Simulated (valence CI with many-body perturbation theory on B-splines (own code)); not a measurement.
Sensitivity of CI+MBPT for Nb2+

Computed by configuration interaction combined with many-body perturbation theory (CI+MBPT): three valence electrons over a frozen Dirac-Fock core [Kr], a basis of 6 s, 6 p, 5 d, 5 f, 1 g functions for each j, with the one-electron correlation potential Σ1 (screened to all orders), the two-electron term Σ2, the three-electron term Σ3, Breit, model QED; selected single and double excitations, second order for the rest, scaled by the run's own slope (own B-spline code, finite nucleus).

Set against measurement, 16 paired levels are off by 455 cm⁻¹ on average, the worst by 1022. These come from a selection out of Shadmi, J. Res. Natl. Bur. Stand. 70A, 435 (1966). Levels without a partner in it may be off by more, other configurations by 1,000 to 8,000 cm⁻¹. Only levels of the ground parity were solved; by the run's estimate the other parity begins above the list, which can be wrong where configurations are misplaced.

The reference run has the lowest level 4d3 4F_3/2 and an ionisation energy of 25.0377 eV. Its largest variational space holds 7029 state functions.

Names give the largest LS component (configuration and term), which can be under half, so a name can repeat, a term be missing and a line seem to break the LS rules; names also repeat where a configuration has a term twice.

Changed runs:
A. core polarisation of operators on → off; Davidson tolerance 2e-05 → 0.0003
B. cutoff of virtual states (hartree) 3362 → 1000; scale of Σ1 1 → 0; scale of Σ2 1 → 0; three-electron term on → off
C. scale of Σ2 1 → 0.5; averaging of valence orbitals over low configurations on → off
D. size limit of the variational space 10000 → 300; second order for the rest on → off (bad on purpose)

Excitation energies of the reference run in cm⁻¹, and shifts in cm⁻¹:

```
                 Level  Reference  A        B        C        D
            4d3 4F_5/2        508  0     -110      -16     +118
            4d3 4F_7/2       1163  0     -246      -37      +98
            4d3 4F_9/2       1927  0     -397      -61     -134
            4d3 4P_3/2       9321  0     -958     -211     +447
            4d3 4P_1/2       9344  0     -847     -145      -31
            4d3 2G_7/2       9633  0     -426      -14     +816
            4d3 2G_9/2      10188  0     -471     +5.2     +448
            4d3 4P_5/2      10244  0     -599     -109     +571
            4d3 2P_1/2      11541  0    -2036     -663     +177
            4d3 2P_3/2      11750  0    -1808     -588     +722
            4d3 2H_9/2      13173  0      +84     +339     +402
           4d3 2H_11/2      13516  0      +91     +363     -370
Ionisation energy (eV)    25.0377  0  -1.6356  -0.2549  -0.1480
```

No effect on these energies: A.
